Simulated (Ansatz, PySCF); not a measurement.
Molecule: C$_{2}$H$_{8}$GeN, net charge 0, doublet state. SMILES: [CH2][N](C)[GeH3]
Geometry from a B3LYP-D3(BJ)/def2-TZVP (Ansatz, a first-principles code) optimisation:
```
N
C 1 1.3806
H 2 1.0803 1 118.10
H 2 1.0813 3 119.38 1 -155.40
C 1 1.4526 2 116.88 3 -176.19
H 5 1.0903 1 110.29 2 171.11
H 5 1.0939 6 107.99 1 119.78
H 5 1.0977 6 108.46 7 116.73
Ge 1 1.8614 2 118.81 3 29.67
H 9 1.5349 1 106.50 2 -43.11
H 9 1.5363 10 112.22 3 139.13
H 9 1.5447 10 110.06 11 123.04
```
Charge 0, spin multiplicity 2.

Unscaled harmonic wavenumbers (cm⁻¹) in rising order, each level at the stationary point that it reaches from this structure (no distance between atoms moves by over 0.3 Å); the order of modes can differ between levels, and a negative number is imaginary. B3LYP-D3(BJ)/def2-TZVP (PySCF, at the structure above): 108, 154, 211, 253, 313, 344, 499, 588, 604, 625, 841, 862, 879, 996, 1100, 1135, 1271, 1332, 1455, 1484, 1495, 1517, 2095, 2148, 2159, 2976, 3036, 3096, 3138, 3248.

HF/3-21G (Ansatz): 93, 145, 232, 284, 304, 380, 648, 663, 685, 690, 928, 970, 981, 1077, 1191, 1252, 1332, 1424, 1606, 1636, 1670, 1694, 2100, 2142, 2163, 3171, 3217, 3249, 3271, 3384. Zero-point energy 60.9 against 57.1 kcal/mol; where all levels lie over 400 cm⁻¹, the wavenumbers are on average 1.087 times those of B3LYP-D3(BJ)/def2-TZVP.

HF/6-31G* with LANL2DZ past Ar (Ansatz): 112, 159, 219, 278, 304, 367, 619, 670, 680, 794, 936, 959, 981, 1076, 1194, 1247, 1387, 1415, 1601, 1634, 1640, 1662, 2171, 2211, 2223, 3174, 3236, 3272, 3290, 3393. Zero-point energy 61.3 against 57.1 kcal/mol; where all levels lie over 400 cm⁻¹, the wavenumbers are on average 1.096 times those of B3LYP-D3(BJ)/def2-TZVP.

B3LYP/6-31G* with LANL2DZ past Ar (Ansatz): 122, 164, 213, 255, 305, 339, 573, 592, 621, 644, 845, 876, 893, 1002, 1111, 1145, 1280, 1331, 1474, 1510, 1512, 1542, 2053, 2108, 2116, 2999, 3061, 3115, 3135, 3242. Zero-point energy 57.4 against 57.1 kcal/mol; where all levels lie over 400 cm⁻¹, the wavenumbers are on average 1.013 times those of B3LYP-D3(BJ)/def2-TZVP.
